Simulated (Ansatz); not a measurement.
`C[SiH2][GaH][Cl]` + `CN[SiH3]` → `C[SiH2]N(C)[SiH3]` + `[Cl][GaH2]` at 500 K and 1 bar (cleavage of the Si–Ga bond).

Computed with Ansatz on PBE0-D4/def2-TZVP structures; ΔE is electronic, products minus reactants. CBS: MP2 limit from def2 TZ/QZ plus the TZ coupled-cluster correction, frozen cores. For Ga outer-core shells are correlated without core-valence functions, which leaves a few kJ/mol of doubt a bond. Scalar relativity is left out up to krypton. Each species was taken in one conformer, which may not be the lowest.

| species | CCSD(T)/CBS energy (Eh) | H − E (kJ/mol) | S (J/(mol·K)) |
| --- | --- | --- | --- |
| `C[SiH2][GaH][Cl]` | -2714.51932 | 211.7 | 449.0 |
| `CN[SiH3]` | -386.04948 | 244.7 | 351.8 |
| `C[SiH2]N(C)[SiH3]` | -715.62877 | 385.7 | 487.2 |
| `[Cl][GaH2]` | -2384.95520 | 61.3 | 294.0 |

H − E and S are ideal-gas, rigid-rotor, harmonic terms from PBE0-D4/def2-TZVP, for one conformer and one mirror image of each species. 1 Eh = 2625.50 kJ/mol, R = 8.31446 J/(mol·K).

Question: By hand: ΔE, ΔH, ΔS and ΔG.

Answer: ΔE = (-715.62877) + (-2384.95520) − (-2714.51932) − (-386.04948) = -0.01517 Eh = -39.8 kJ/mol. Δ(H − E) = 385.7 + 61.3 − 211.7 − 244.7 = -9.4, so ΔH = -49.2 kJ/mol. ΔS = 487.2 + 294.0 − 449.0 − 351.8 = -19.6 J/(mol·K). ΔG = -49.2 − 500 × (-19.6)/1000 = -39.4 kJ/mol.

Question: By hand: the equilibrium constant, and the temperature at which ΔG would vanish if ΔH and ΔS stayed fixed.

Answer: log₁₀ K = −ΔG/(RT ln 10) = 4.1. ΔG = 0 at ΔH/ΔS = 2510 K, far beyond where these terms or the molecules hold.

ΔH outweighs TΔS. A doubt of 5 kJ/mol in ΔE shifts log₁₀ K by 0.5 here. Other conformers and mirror images would add mixing entropy, several J/(mol·K) or more a flexible species. Modes under 60 cm⁻¹, often nearly free rotors, make the harmonic entropy too high. These are equilibria of isolated gas molecules and say nothing of rates. Largest T1 diagnostic: 0.012 (customary marks: 0.02 for closed shells, 0.045 for open ones).
